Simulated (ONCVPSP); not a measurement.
# Configuration tests for P (ONCV)

phosphorus, optimised norm-conserving Vanderbilt (ONCV), made with ONCVPSP 4.0.1 (PBE, non-relativistic). Core [He], reference 2s2 2p6 3s2 3p3. Waves: 2s+3s: rc 1.00 bohr, ncon 4, nbas 7, qcut 11.7 1/bohr, 2 projectors; 2p+3p: rc 0.95 bohr, ncon 4, nbas 7, qcut 18.1 1/bohr, 2 projectors. Local part: polynomial inside 0.80 bohr (lpopt 5, dvloc0 2 Ha). Core correction: none.

Energies are relative to the spin-unpolarised reference configuration 2s2 2p6 3s2 3p3; without spin polarisation the order of configurations can differ from experiment.

| valence configuration | charge | ΔE all-electron (eV) | error AE − PS (meV) |
| --- | --- | --- | --- |
| 2s2 2p6 3s2 3p2 | +1 | 9.742 | +0.4 |
| 2s2 2p6 3s2 3p1 | +2 | 28.901 | +2.8 |
| 2s2 2p6 3s2 3p0 | +3 | 58.651 | +11 |

What are ΔE and the potential's error for 2s2 2p5 3s2 3p3?

ΔE = 140.344 eV all-electron; the error (AE − PS) is +634 meV.

Levels in the configuration 2s2 2p6 3s2 3p1:

```json
{"level": "2s", "all-electron (eV)": "-196.590", "pseudo (eV)": "-196.589"}
{"level": "2p", "all-electron (eV)": "-148.100", "pseudo (eV)": "-148.023"}
{"level": "3s", "all-electron (eV)": "-33.863", "pseudo (eV)": "-33.863"}
{"level": "3p", "all-electron (eV)": "-24.286", "pseudo (eV)": "-24.281"}
```
